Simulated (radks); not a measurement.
Results of a calculation; reference values are marked as such.
The carbon ion C2+, 4 electrons, occupied as 2s2 2p2 (not the ground configuration). Level of theory: scalar-relativistic Kohn-Sham, LDA (Slater exchange, VWN5 correlation), spin-polarised, spherical densities, point nucleus; open shells are filled with parallel spins first (a radial shooting solver on a logarithmic mesh with Libxc functionals). Some entries of the table are withheld. Estimate them.

orbital  occ.  eigenvalue (hartree)  <1/r> (bohr^-1)  <r^2> (bohr^2)
2s up       1              -1.90364              (1)           1.575
2s down     1              -1.74925              (2)           1.692
2p up       2              -1.69883            1.290           1.233
2p down     0              -1.48467            1.217           1.414

Answer. 
(1) 2s up <1/r> (bohr^-1): 1.281
(2) 2s down <1/r> (bohr^-1): 1.227
